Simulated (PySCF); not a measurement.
```xyz
4
charge 1 multiplicity 4, angstrom
S     0.0000    0.0000   -0.2990
Mg    2.4168    0.0000    0.1294
Mg   -1.2084    2.0930    0.1294
Mg   -1.2084   -2.0930    0.1294
```

Computed with UPBE/[S def2-SVP, Mg def2-SVP], no relativity, density fitting, PySCF.

This geometry of Mg₃S⁺ is a stationary point at this level.

Task: What is the point group?

Result: C3v.

Task: Is it a minimum?

Result: Yes: all harmonic wavenumbers are real, though the softest, 36 cm⁻¹, leaves little margin.

Task: List the harmonic modes with their infrared intensities.

Result: 
```tsv
symmetry	ω (cm⁻¹)	IR (km/mol, summed over degenerate members)	type
a1	36	8.5	bend
e	74	0.1	bend
a1	269	2.1	stretch
e	347	285	stretch
```

Task: Give the atomic charges and bond orders.

Result: 
```tsv
atom	Mulliken	Löwdin	polar tensor	spin (Mulliken)	Mayer order to S1
S1	-0.57	0.32	-0.91	0.22	–
Mg2,3,4	0.52	0.23	0.64	0.93	0.73
```

In C3v the vibrations span 2a1 + 2e.

Only a few start shapes were tried, so a lower isomer may exist. At this level a doublet minimum of C2v symmetry lies 22 kJ/mol below this structure.
